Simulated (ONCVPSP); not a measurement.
## PBE ONCV dataset for molybdenum, fully relativistic all-electron reference.

ONCVPSP 4.0.1 input, shortened (lines: element, Z, core and valence counts, functional; n l f; lmax; l rc ep ncon nbas qcut; lloc lpopt rc5 dvloc0; l nproj debl; icmod fcfact rcfact), PBE, fully relativistic:

```
  Mo 42.00    6    5        4      upf
    1    0    2.00
    2    0    2.00
    2    1    6.00
    3    0    2.00
    3    1    6.00
    3    2   10.00
    4    0    2.00
    4    1    6.00
    4    2    5.00
    5    0    0.50
    5    1    0.50
    2
    0    1.45    0.00    5    9    6.50
    1    2.35    0.00    3    6    7.50
    2    1.65    0.00    5   10    6.70
    4    5    0.95    7.00
    0    2    3.10
    1    2    3.80
    2    3    2.90
    2    0.45    1.00
```

Open shells are filled in proportion to 2j + 1.

Estimate the cutoffs (Ha) at which the residual kinetic energy of the hardest occupied pseudo-wave falls to 1 and 0.1 mHa per electron.

31 Ha and 99 Ha.

What does a ghost test show?

No bound ghost flagged; GHOST(+) flagged for s at 230.0 eV.

Which valence shell sets the plane-wave cutoff?

4s: 31 Ha for 1 mHa per electron, against 19 Ha for 5s.

Tests: 4s2 4p6 4d5 5s1 5p0; 4s2 4p6 4d5 5s0 5p0; 4s2 4p6 4d4 5s0 5p0; 4s2 4p6 4d5 5s0 5p1. Which has the largest error in its energy relative to the reference configuration, and how large is it?

4s2 4p6 4d4 5s0 5p0, with +0.6 meV (all-electron minus pseudo) on +20.81 eV.
